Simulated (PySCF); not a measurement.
ClH₇OSi₃, SMILES [SiH3]O[SiH2][SiH2]Cl.

Geometry: B3LYP-D3(BJ)/def2-SVP. This is a generated structure with no PubChem entry under its InChIKey; it may be hypothetical. One conformer was computed; it need not be the lowest.

These are B3LYP-D3(BJ)/def2-SVP in PySCF values and carry that method's errors.

Frequencies are harmonic and unscaled.

```json
[
 {"mode": "1", "ν (cm⁻¹)": "18", "IR (km/mol)": "0.0", "Raman (Å⁴/amu)": "0.2", "depolarisation": "0.75", "moving atoms (share of kinetic energy)": "Si 35 %, H 26 %, O 25 %, Cl 14 %"},
 {"mode": "2", "ν (cm⁻¹)": "49", "IR (km/mol)": "0.1", "Raman (Å⁴/amu)": "0.2", "depolarisation": "0.58", "moving atoms (share of kinetic energy)": "Si 66 %, H 16 %, Cl 13 %"},
 {"mode": "3", "ν (cm⁻¹)": "54", "IR (km/mol)": "2.4", "Raman (Å⁴/amu)": "0.3", "depolarisation": "0.75", "moving atoms (share of kinetic energy)": "O 34 %, Si 29 %, H 25 %, Cl 12 %"},
 {"mode": "4", "ν (cm⁻¹)": "75", "IR (km/mol)": "0.1", "Raman (Å⁴/amu)": "0.2", "depolarisation": "0.75", "moving atoms (share of kinetic energy)": "H 84 %, Si 12 %"},
 {"mode": "5", "ν (cm⁻¹)": "88", "IR (km/mol)": "3.7", "Raman (Å⁴/amu)": "0.5", "depolarisation": "0.63", "moving atoms (share of kinetic energy)": "Si 46 %, Cl 37 %, O 9 %, H 8 %"},
 {"mode": "6", "ν (cm⁻¹)": "215", "IR (km/mol)": "3.3", "Raman (Å⁴/amu)": "5.5", "depolarisation": "0.51", "moving atoms (share of kinetic energy)": "O 50 %, Si 28 %, Cl 15 %"},
 {"mode": "7", "ν (cm⁻¹)": "353", "IR (km/mol)": "21.2", "Raman (Å⁴/amu)": "0.0", "depolarisation": "–", "moving atoms (share of kinetic energy)": "H 95 %"},
 {"mode": "8", "ν (cm⁻¹)": "443", "IR (km/mol)": "2.8", "Raman (Å⁴/amu)": "17.6", "depolarisation": "0.17", "moving atoms (share of kinetic energy)": "Si 89 %, H 9 %"},
 {"mode": "9", "ν (cm⁻¹)": "531", "IR (km/mol)": "76.0", "Raman (Å⁴/amu)": "9.7", "depolarisation": "0.53", "moving atoms (share of kinetic energy)": "Si 52 %, Cl 43 %"},
 {"mode": "10", "ν (cm⁻¹)": "591", "IR (km/mol)": "0.1", "Raman (Å⁴/amu)": "4.9", "depolarisation": "0.75", "moving atoms (share of kinetic energy)": "H 74 %, Si 25 %"},
 {"mode": "11", "ν (cm⁻¹)": "596", "IR (km/mol)": "2.8", "Raman (Å⁴/amu)": "15.5", "depolarisation": "0.44", "moving atoms (share of kinetic energy)": "Si 68 %, H 18 %, O 14 %"},
 {"mode": "12", "ν (cm⁻¹)": "696", "IR (km/mol)": "10.1", "Raman (Å⁴/amu)": "17.6", "depolarisation": "0.75", "moving atoms (share of kinetic energy)": "H 95 %"},
 {"mode": "13", "ν (cm⁻¹)": "730", "IR (km/mol)": "33.3", "Raman (Å⁴/amu)": "16.3", "depolarisation": "0.75", "moving atoms (share of kinetic energy)": "H 88 %, Si 8 %"},
 {"mode": "14", "ν (cm⁻¹)": "738", "IR (km/mol)": "17.6", "Raman (Å⁴/amu)": "9.2", "depolarisation": "0.75", "moving atoms (share of kinetic energy)": "H 81 %, Si 11 %, O 8 %"},
 {"mode": "15", "ν (cm⁻¹)": "744", "IR (km/mol)": "32.4", "Raman (Å⁴/amu)": "16.4", "depolarisation": "0.75", "moving atoms (share of kinetic energy)": "H 91 %"},
 {"mode": "16", "ν (cm⁻¹)": "785", "IR (km/mol)": "623.8", "Raman (Å⁴/amu)": "3.6", "depolarisation": "0.67", "moving atoms (share of kinetic energy)": "H 86 %, Si 11 %"},
 {"mode": "17", "ν (cm⁻¹)": "892", "IR (km/mol)": "76.5", "Raman (Å⁴/amu)": "9.2", "depolarisation": "0.73", "moving atoms (share of kinetic energy)": "H 83 %, Si 15 %"},
 {"mode": "18", "ν (cm⁻¹)": "950", "IR (km/mol)": "119.6", "Raman (Å⁴/amu)": "9.9", "depolarisation": "0.71", "moving atoms (share of kinetic energy)": "H 94 %"},
 {"mode": "19", "ν (cm⁻¹)": "953", "IR (km/mol)": "170.7", "Raman (Å⁴/amu)": "19.7", "depolarisation": "0.73", "moving atoms (share of kinetic energy)": "H 94 %"},
 {"mode": "20", "ν (cm⁻¹)": "953", "IR (km/mol)": "81.6", "Raman (Å⁴/amu)": "16.1", "depolarisation": "0.75", "moving atoms (share of kinetic energy)": "H 95 %"},
 {"mode": "21", "ν (cm⁻¹)": "962", "IR (km/mol)": "112.0", "Raman (Å⁴/amu)": "23.5", "depolarisation": "0.71", "moving atoms (share of kinetic energy)": "H 96 %"},
 {"mode": "22", "ν (cm⁻¹)": "1009", "IR (km/mol)": "291.8", "Raman (Å⁴/amu)": "23.9", "depolarisation": "0.75", "moving atoms (share of kinetic energy)": "H 85 %, Si 13 %"},
 {"mode": "23", "ν (cm⁻¹)": "1098", "IR (km/mol)": "338.3", "Raman (Å⁴/amu)": "1.3", "depolarisation": "0.75", "moving atoms (share of kinetic energy)": "O 74 %, Si 15 %, H 11 %"},
 {"mode": "24", "ν (cm⁻¹)": "2200", "IR (km/mol)": "83.0", "Raman (Å⁴/amu)": "47.0", "depolarisation": "0.36", "moving atoms (share of kinetic energy)": "H 97 %"},
 {"mode": "25", "ν (cm⁻¹)": "2217", "IR (km/mol)": "174.8", "Raman (Å⁴/amu)": "70.1", "depolarisation": "0.04", "moving atoms (share of kinetic energy)": "H 98 %"},
 {"mode": "26", "ν (cm⁻¹)": "2222", "IR (km/mol)": "0.4", "Raman (Å⁴/amu)": "211.2", "depolarisation": "0.75", "moving atoms (share of kinetic energy)": "H 96 %"},
 {"mode": "27", "ν (cm⁻¹)": "2223", "IR (km/mol)": "33.7", "Raman (Å⁴/amu)": "284.1", "depolarisation": "0.08", "moving atoms (share of kinetic energy)": "H 98 %"},
 {"mode": "28", "ν (cm⁻¹)": "2231", "IR (km/mol)": "152.7", "Raman (Å⁴/amu)": "7.3", "depolarisation": "0.74", "moving atoms (share of kinetic energy)": "H 95 %"},
 {"mode": "29", "ν (cm⁻¹)": "2241", "IR (km/mol)": "193.7", "Raman (Å⁴/amu)": "101.9", "depolarisation": "0.67", "moving atoms (share of kinetic energy)": "H 96 %"},
 {"mode": "30", "ν (cm⁻¹)": "2243", "IR (km/mol)": "106.9", "Raman (Å⁴/amu)": "277.3", "depolarisation": "0.06", "moving atoms (share of kinetic energy)": "H 98 %"}
]
```
